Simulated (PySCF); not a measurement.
## Polarisability and C₆ of Zr (zirconium, neutral)

[Kr] 4d2 5s2, high-spin 3F determinant. Computed with PySCF 2.14 in aug-cc-pVTZ-DK (9s8p6d3f2g, 102 functions), with the spin-free X2C one-electron Hamiltonian (Gaussian nucleus). Coupled (time-dependent) response in atomic units; α is the mean over directions.

```
method  mean α (bohr³)  C₆ (like pair)   S(−4)
   UHF           194.3            2517  202600
   PBE           121.6            1691    6738
```

S(−4) is the Cauchy moment in α(ω) = α(0) + S(−4) ω² + …

Reference α: 112 ± 13 bohr³ (recommended; Schwerdtfeger and Nagle, table of static dipole polarizabilities (2023 update)). Published C₆: 1360 (Gould and Bucko (2016)).

Spin-orbit coupling is absent.

Hartree-Fock lies above the reference because it lacks correlation, which contracts the outer shell.

α(iu) at UHF:

```json
{"u (hartree)": "0", "α(iu) (bohr³)": "194.3"}
{"u (hartree)": "0.0500", "α(iu) (bohr³)": "131.4"}
{"u (hartree)": "0.100", "α(iu) (bohr³)": "92.65"}
{"u (hartree)": "0.200", "α(iu) (bohr³)": "46.81"}
{"u (hartree)": "0.300", "α(iu) (bohr³)": "27.96"}
{"u (hartree)": "0.500", "α(iu) (bohr³)": "14.16"}
{"u (hartree)": "0.750", "α(iu) (bohr³)": "8.294"}
{"u (hartree)": "1.00", "α(iu) (bohr³)": "5.662"}
{"u (hartree)": "1.50", "α(iu) (bohr³)": "3.221"}
{"u (hartree)": "2.00", "α(iu) (bohr³)": "2.090"}
{"u (hartree)": "3.00", "α(iu) (bohr³)": "1.076"}
{"u (hartree)": "5.00", "α(iu) (bohr³)": "0.4347"}
```

A single London oscillator, α(iu) = α/(1 + u²/ω²), gives C₆ = (3/4) ω α². Matching the computed C₆ needs ω = 4 × 2517 / (3 × 194.3²) = 0.0889 hartree.
